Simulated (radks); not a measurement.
Results of a calculation; reference values are marked as such.
Initial-state core-level shifts of neutral niobium when its valence configuration changes from [Kr] 4d4 5s1. Level of theory: scalar-relativistic Kohn-Sham, SCAN, spin-polarised, spherical densities, finite nucleus; open shells are filled with parallel spins first (spin-orbit coupling, left out, can overturn this in heavy ions); meta-GGA in the generalised Kohn-Sham scheme; Fermi nuclear charge, rms radius 4.324 fm (a radial shooting solver on a logarithmic mesh with Libxc functionals). Shifts are changes of the shell-averaged eigenvalues in eV (positive: less bound); the change of the density at the nucleus, which sets a Mossbauer isomer shift, is in e/bohr^3, on a base of 8.401e+04.

| valence | 1s | 2p | 3s | 4p | density at nucleus |
|---|---|---|---|---|---|
| 4d3 5s1 5p1 | -4.003 | -4.165 | -4.140 | -3.787 | +3.535 |
| 4d4 5p1 | -1.225 | -1.172 | -1.190 | -1.269 | -10.622 |
| 4d3 5s1.5 5p0.5 | -3.607 | -3.767 | -3.739 | -3.397 | +7.153 |
| 4d3.5 5s1 5p0.5 | -1.926 | -1.999 | -1.991 | -1.841 | +1.592 |
| 4d5 | +2.216 | +2.378 | +2.366 | +2.109 | -11.570 |
| 4d3 5s0.5 5p1.5 | -4.604 | -4.752 | -4.734 | -4.393 | -2.608 |
